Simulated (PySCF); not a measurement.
## Partial charges of `Cc1ppc([SiH3])[p-]1`

Species: C3H6P3Si (charge -1).
Cartesian coordinates in Å at the GFN2-xTB level; atoms count from 1:
```
atom  x, y, z in Å
C1    -2.8530   -0.3702    0.2666
C2    -1.4737    0.1664   -0.0320
P3    -1.3150    1.7305   -0.7711
P4     0.7689    1.8269   -0.8994
C5     1.1600    0.2833   -0.2017
Si6    2.9507   -0.2141    0.0079
P7    -0.0791   -0.8040    0.3624
H8    -3.0378   -1.2895   -0.2937
H9    -2.9561   -0.6009    1.3292
H10   -3.6108    0.3623   -0.0078
H11    3.5400    0.2754    1.2701
H12    3.8016    0.3129   -1.0688
H13    3.0999   -1.6785    0.0205
```

Density: PBE0/pcSseg-1 (PySCF); schemes: Mulliken, IAO, Hirshfeld and ESP-fitted. Isolated species at its GFN2-xTB geometry, gas phase. GFN2-xTB frequencies show an imaginary mode (34i cm⁻¹), so this geometry is no minimum at that level. The pcSseg-1 basis has no diffuse functions, a weakness for an anion.

Task: What partial charge does each atom carry?

Result: In e; atoms taken as equivalent share a row and are averaged (×n: the atom named and its like, n in all):

```json
{"atom": "C1", "environment": "benzylic-type carbon", "Mulliken": "-0.157", "IAO": "-0.405", "Hirshfeld": "-0.145", "ESP-fitted": "-0.683"}
{"atom": "C2", "environment": "substituted aromatic carbon", "Mulliken": "-0.767", "IAO": "-0.472", "Hirshfeld": "-0.150", "ESP-fitted": "+0.368"}
{"atom": "P3", "environment": "phosphorus bonded to C and P", "Mulliken": "+0.012", "IAO": "-0.049", "Hirshfeld": "-0.170", "ESP-fitted": "-0.353"}
{"atom": "P4", "environment": "phosphorus bonded to C and P", "Mulliken": "+0.023", "IAO": "-0.026", "Hirshfeld": "-0.162", "ESP-fitted": "-0.318"}
{"atom": "C5", "environment": "substituted aromatic carbon", "Mulliken": "-0.928", "IAO": "-0.772", "Hirshfeld": "-0.258", "ESP-fitted": "+0.056"}
{"atom": "Si6", "environment": "SiH3 silicon", "Mulliken": "+0.596", "IAO": "+0.597", "Hirshfeld": "+0.226", "ESP-fitted": "+0.206"}
{"atom": "P7", "environment": "phosphorus bonded to 2 C", "Mulliken": "+0.335", "IAO": "+0.187", "Hirshfeld": "-0.085", "ESP-fitted": "-0.455"}
{"atom": "H8/H9/H10", "environment": "methyl hydrogen", "Mulliken": "+0.098", "IAO": "+0.130", "Hirshfeld": "+0.021", "ESP-fitted": "+0.162"}
{"atom": "H11/H12/H13", "environment": "Si–H hydrogen", "Mulliken": "-0.136", "IAO": "-0.150", "Hirshfeld": "-0.106", "ESP-fitted": "-0.102"}
```

Mean size of the charges over all atoms: Mulliken 0.271 e, IAO 0.258 e, ESP-fitted 0.249 e, Hirshfeld 0.121 e. Each set sums to the total charge, -1, to within 0.001 e. The Mulliken scheme gives each basis function's population to the atom it is centred on and halves the overlap population of two atoms between them.

Some averages cover members that differ in this geometry: H8/H9/H10, ESP-fitted +0.134 to +0.178; H11/H12/H13, ESP-fitted -0.114 to -0.086 e.

Lowest charge. The schemes don't all agree: Mulliken C5 (-0.928); IAO C5 (-0.772); Hirshfeld C5 (-0.258); ESP-fitted C1 (-0.683).

Highest charge. The schemes don't all agree: Mulliken Si6 (+0.596); IAO Si6 (+0.597); Hirshfeld Si6 (+0.226); ESP-fitted C2 (+0.368).

Task: How closely do the schemes follow one another over all atoms?

Result: Correlation coefficient and root-mean-square difference: Mulliken with IAO 0.95, 0.125 e; IAO with Hirshfeld 0.87, 0.236 e; Mulliken with Hirshfeld 0.76, 0.308 e; Hirshfeld with ESP-fitted 0.43, 0.265 e; IAO with ESP-fitted 0.12, 0.414 e; Mulliken with ESP-fitted -0.17, 0.524 e.

Task: Sum the charges by element, for elements with more than one atom.

Result: 
```json
{"element": "C", "atoms": "3", "Mulliken": "-1.852", "IAO": "-1.650", "Hirshfeld": "-0.553", "ESP-fitted": "-0.259"}
{"element": "P", "atoms": "3", "Mulliken": "+0.370", "IAO": "+0.113", "Hirshfeld": "-0.416", "ESP-fitted": "-1.126"}
{"element": "H", "atoms": "6", "Mulliken": "-0.114", "IAO": "-0.060", "Hirshfeld": "-0.255", "ESP-fitted": "+0.180"}
```

Task: How many electrons does the Mulliken scheme count on C2?

Result: Z − q = 6 − (-0.767) = 6.767.
